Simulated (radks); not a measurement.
Values are calculated unless marked as measured or tabulated.
Task: The beryllium ion Be+, 3 electrons, occupied as [He] 2s1 (the NIST ground configuration). Level of theory: scalar-relativistic Kohn-Sham, BLYP, spin-polarised, spherical densities, finite nucleus; open shells are filled with parallel spins first; Fermi nuclear charge, rms radius 2.519 fm (a radial shooting solver on a logarithmic mesh with Libxc functionals). Some entries of the table are withheld. Estimate them.

orbital,occ.,eigenvalue (eV),<r^2> (bohr^2)
1s up,1,-118.1417,(1)
1s down,1,-117.7147,(2)
2s up,1,-14.2967,5.903

Result: 
(1) 1s up <r^2> (bohr^2): 0.2399
(2) 1s down <r^2> (bohr^2): 0.2407
